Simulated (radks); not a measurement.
Values are calculated unless marked as measured or tabulated.
Spin polarisation of the 4p2 shell in the bromine ion Br3+. Start: [Ar] 3d10 4s2 4p(up 1, down 1); electrons of 4p are moved from spin down to spin up, other shells keep equal spins. Code: a radial shooting solver on a logarithmic mesh with Libxc functionals. Model: scalar-relativistic Kohn-Sham, BLYP, spin-polarised, spherical densities, finite nucleus; Fermi nuclear charge, rms radius of each element as measured or else 0.836 A^(1/3) + 0.57 fm.

moment (Bohr magnetons)  E - E(0) (eV)  e(4p up) (eV)  e(4p down) (eV)  4s down minus up (eV)  3d down minus up (eV)
0                                0.000        -39.815          -39.815                 0.000                  0.000
0.5                             -0.071        -40.087          -39.517                  0.567                  0.081
1                               -0.284        -40.326          -39.201                  1.123                  0.162
1.5                             -0.631        -40.530          -38.881                  1.654                  0.243
2                               -1.105        -40.700          -38.566                  2.154                  0.323

At moment 2 the spin-polarisation energy is -1.105 eV and the 4p exchange splitting 2.134 eV, that is 1.067 eV per Bohr magneton; E = -I m^2/4 would give I = 1.105 eV.
